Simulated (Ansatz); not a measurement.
Coupled-cluster diagnostics for ZnMe(SiH3) (CH₆SiZn), Ansatz.

Geometry of the singlet (PBE-D4/def2-SVP):

```xyz
9

Zn    0.1632    0.0544   -0.1779
C     1.4758    0.4814   -1.5603
H     2.2671    1.1548   -1.1690
H     1.0000    0.9891   -2.4254
H     1.9728   -0.4357   -1.9404
Si   -1.4299   -0.4661    1.5100
H    -2.5864   -1.2845    0.9840
H    -2.0349    0.7697    2.1351
H    -0.8277   -1.2631    2.6439
```

Correlated methods freeze 15 core orbitals.

(1) Estimate the CCSD(T) correlation energy, the shares of MP2 and (T), T1 and the reference's ⟨S²⟩ for: charge 0, singlet, own geometry in def2-TZVPP; and the rough time on 4 threads of Intel Xeon 6975P-C on a shared host.

## Answers

(1) 
```
                          state       basis  correlation (eV)  MP2 share (%)  (T) share (%)     T1  ⟨S²⟩ (pure)  wall time
charge 0, singlet, own geometry  def2-TZVPP           -23.062           97.7            3.2  0.014  0.00 (0.00)       21 s
```
Customary marks for T1 are 0.02 (closed shells), 0.045 (open shells) and about 0.05 (3d metals). T1 stays under 0.02 throughout.
